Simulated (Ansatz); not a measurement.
Born–Oppenheimer molecular dynamics of CH7ClSi2 (11 atoms, charge 0, multiplicity 1). It starts at the highest image of a converged band. Of that band: The profile has 3 maxima (images 1, 4, 7) with wells between them (images 2, 6): this band takes more than one step, which may be the mechanism or a detour left from its start path. Neighbouring images differ by up to 3.5 eV, so the band resolves the path poorly. A vibrational analysis at the climbing image gives one clearly imaginary mode, 729i cm⁻¹: a first-order saddle point.

Theory: Ansatz 0.2.0, RKS PBE-D4/def2-SVP.

| Property | Result |
| --- | --- |
| ensemble | NVE (velocity Verlet) |
| time step | 0.5 fs |
| steps asked | 200 |
| starting velocities drawn for | 300 K |
| seed | 7573 |

First frame:

```xyz
11
Properties=species:S:1:pos:R:3
Si -0.011 -0.865 -0.683
Si 0.880 1.387 0.477
C -1.570 -1.204 0.042
H -0.584 0.485 0.083
H 0.004 -0.404 -2.105
Cl 1.921 -1.685 -0.308
H 0.035 2.618 0.672
H 1.447 0.929 1.786
H 1.934 1.671 -0.552
H -1.688 -1.243 1.136
H -2.367 -1.689 -0.547
```

Task: How far do the bonds stretch over the last three quarters of this one trajectory? (Pairs bonded in most of those frames.)

Result: 
```json
{"bond": "Si1–C3", "mean (Å)": "1.723", "spread (Å)": "0.022", "shortest": "1.69", "longest": "1.75"}
{"bond": "Si1–H5", "mean (Å)": "1.497", "spread (Å)": "0.019", "shortest": "1.47", "longest": "1.52"}
{"bond": "Si1–Cl6", "mean (Å)": "2.096", "spread (Å)": "0.041", "shortest": "2.03", "longest": "2.16"}
{"bond": "Si2–H4", "mean (Å)": "1.506", "spread (Å)": "0.009", "shortest": "1.49", "longest": "1.52"}
{"bond": "Si2–H7", "mean (Å)": "1.507", "spread (Å)": "0.012", "shortest": "1.49", "longest": "1.53"}
{"bond": "Si2–H8", "mean (Å)": "1.503", "spread (Å)": "0.019", "shortest": "1.47", "longest": "1.53"}
{"bond": "Si2–H9", "mean (Å)": "1.504", "spread (Å)": "0.017", "shortest": "1.47", "longest": "1.53"}
{"bond": "C3–H10", "mean (Å)": "1.103", "spread (Å)": "0.013", "shortest": "1.08", "longest": "1.13"}
{"bond": "C3–H11", "mean (Å)": "1.109", "spread (Å)": "0.013", "shortest": "1.08", "longest": "1.14"}
```

Mean temperature of the second half: 1040 K. The conserved energy stayed within 0.044 meV per atom of its start (net change 0.0055 meV per atom), so the integration is sound. The kinetic energy rose, since the run started high on the potential surface and went downhill. It ends in pieces (CH3ClSi + H4Si), so much of that is their flight and rotation, not heat. A run of 0.1 ps of so small a system gives no equilibrium averages. The orbitals stay closed-shell, which can raise the energy where a bond breaks towards radicals; this wasn't checked here.

The run took 4 min on 2 threads of Intel(R) Xeon(R) Platinum 8488C (Sapphire Rapids), on a shared host, peak memory 0.16 GiB.
